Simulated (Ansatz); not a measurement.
# Worked example: the step energy

An elementary step of SiH2SF4, singlet (SiF₄ ([F][Si]([F])([F])[F]) + H₂S → SiHSF₃ ([F][Si]([F])([F])[SH]) + HF; Si–F, H–S broken or loosened, Si–S, F–H formed or tightened). “Start” and “end” are the PBE0-D4/def2-TZVP structures reached by relaxing down either side of its saddle point, with the molecules still in contact.

Computed with Ansatz 0.2.0 (basis: def2-TZVPP and def2-QZVPP); correlated methods freeze the cores.

Energies in eV:

| quantity | end | start |
| --- | --- | --- |
| Hartree–Fock, triple zeta (X = 3) | -29547.32420 | -29548.52531 |
| Hartree–Fock, quadruple zeta (X = 4) | -29548.42435 | -29549.64812 |
| MP2 correlation, X = 3 | -35.55811 | -35.26601 |
| MP2 correlation, X = 4 | -38.97269 | -38.64025 |
| CCSD(T) correlation, X = 3 | -37.23226 | -36.99093 |

**Question.** Work out the step energy at the basis limit: extrapolate Hartree–Fock as E(X) = E∞ + A exp(−7.88 √X) and the MP2 correlation as E(X) = E∞ + B X^−2.97 (the exponents that Neese and Valeev fitted for def2-TZVPP and QZVPP), then add CCSD(T) − MP2 in triple zeta.

**Answer.** Each step is linear, so take the differences first (end − start): Hartree–Fock 1.20111 (X = 3) and 1.22377 (X = 4); MP2 correlation -0.29210 and -0.33244; CCSD(T) correlation -0.24133.
Two points give E∞ = E(4) + w [E(4) − E(3)], with w = 1/(exp(7.88 (2 − √3)) − 1) = 0.1377 for Hartree–Fock and w = 1/((4/3)^2.97 − 1) = 0.7407 for the correlation.
Hartree–Fock: 1.22377 + 0.1377 × 0.02266 = 1.2269 eV.
MP2 correlation: -0.33244 + 0.7407 × (-0.04034) = -0.3623 eV.
CCSD(T) − MP2: -0.24133 − (-0.29210) = 0.0508 eV.
Sum: 1.2269 + (-0.3623) + 0.0508 = 0.9154 eV, or 21.11 kcal/mol. Plain CCSD(T) in triple zeta gives 0.9598 eV, so the larger basis shifts the result by -0.0444 eV.

The T1 diagnostic stays at or below 0.013.

Labels in which every atom is bracketed show which atoms are joined, not bond orders.

For scale, one of the runs: CCSD(T)/def2-TZVPP, 236 basis functions, launched by `ansatz run in.yaml --threads 8 --pin off --events-out ev --progress --plain --max-ram 19148MiB`. Hardware: 8 CPU threads of an Arm Neoverse V1, shared host. Wall time 2.3 min; peak host memory 4.7 GiB.
